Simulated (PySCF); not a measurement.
Compound: C2H7BO3.
Numbering: `[CH3:1][O:2][CH2:3][B:4]([OH:5])[OH:6]` (hydrogens: H7, H8, H9 on C1; H10, H11 on C3; H12 on O5; H13 on O6)

A GFN2-xTB structure with every atom displaced at random (by about 0.01 Å) was refined with PBE0-D3(BJ)/def2-SVP geometry optimisation, gas phase in PySCF 2.14.0. Values at the start:

| coordinate | start |
| --- | --- |
| C1–O2 | 1.404 Å |
| C1–H7 | 1.086 Å |
| C1–H8 | 1.088 Å |
| O2–C3 | 1.433 Å |
| C3–B4 | 1.581 Å |
| C3–H10 | 1.095 Å |
| C3–H11 | 1.105 Å |
| B4–O5 | 1.401 Å |
| B4–O6 | 1.338 Å |
| O5–H12 | 0.947 Å |
| C1–O2–C3 | 114.4° |
| O2–C3–B4 | 117.1° |
| C3–B4–O5 | 119.0° |
| C3–B4–O6 | 125.1° |
| O5–B4–O6 | 116.0° |
| C1–O2–C3–B4 | -67° |
| O2–C3–B4–O5 | -169° |

How do these coordinates change at the PBE0-D3(BJ)/def2-SVP level?

```json
{"coordinate": "O2–C3", "PBE0-D3(BJ)/def2-SVP (Å or °)": "1.400", "change": "-0.033"}
{"coordinate": "B4–O5", "PBE0-D3(BJ)/def2-SVP (Å or °)": "1.368", "change": "-0.033"}
{"coordinate": "C1–H7", "PBE0-D3(BJ)/def2-SVP (Å or °)": "1.110", "change": "+0.024"}
{"coordinate": "C3–H10", "PBE0-D3(BJ)/def2-SVP (Å or °)": "1.115", "change": "+0.020"}
{"coordinate": "B4–O6", "PBE0-D3(BJ)/def2-SVP (Å or °)": "1.354", "change": "+0.016"}
{"coordinate": "O5–H12", "PBE0-D3(BJ)/def2-SVP (Å or °)": "0.961", "change": "+0.014"}
{"coordinate": "C1–O2", "PBE0-D3(BJ)/def2-SVP (Å or °)": "1.393", "change": "-0.011"}
{"coordinate": "C1–H8", "PBE0-D3(BJ)/def2-SVP (Å or °)": "1.099", "change": "+0.011"}
{"coordinate": "C3–B4", "PBE0-D3(BJ)/def2-SVP (Å or °)": "1.590", "change": "+0.009"}
{"coordinate": "C3–H11", "PBE0-D3(BJ)/def2-SVP (Å or °)": "1.106", "change": "+0.001"}
{"coordinate": "C3–B4–O6", "PBE0-D3(BJ)/def2-SVP (Å or °)": "120.4", "change": "-4.7"}
{"coordinate": "C3–B4–O5", "PBE0-D3(BJ)/def2-SVP (Å or °)": "121.5", "change": "+2.5"}
{"coordinate": "O5–B4–O6", "PBE0-D3(BJ)/def2-SVP (Å or °)": "118.1", "change": "+2.1"}
{"coordinate": "C1–O2–C3", "PBE0-D3(BJ)/def2-SVP (Å or °)": "113.5", "change": "-0.9"}
{"coordinate": "O2–C3–B4", "PBE0-D3(BJ)/def2-SVP (Å or °)": "116.6", "change": "-0.5"}
{"coordinate": "O2–C3–B4–O5", "PBE0-D3(BJ)/def2-SVP (Å or °)": "173", "change": "-18"}
{"coordinate": "C1–O2–C3–B4", "PBE0-D3(BJ)/def2-SVP (Å or °)": "-71", "change": "-4"}
```

The energy falls by 14.9 kJ/mol over 11 energy and gradient evaluations, the largest force component goes from 0.0366 to 3.9e-04 Eh/bohr, and the atoms move by 0.243 Å rms after alignment. Among the bonds, O2–C3 and B4–O5 change most and about equally (-0.033 Å). Bonds longer at the end by more than 0.005 Å: 6 of 12; shorter: 5. Among the dihedrals that turn most is H10–C3–B4–O6, from -113° to -135°. Rotational constants go from 6824, 2208, 1786 to 6637, 2225, 1881 MHz.

The run used 119 basis functions and 72 SCF cycles in all.

No frequency check. The numbers are those of one conformer.
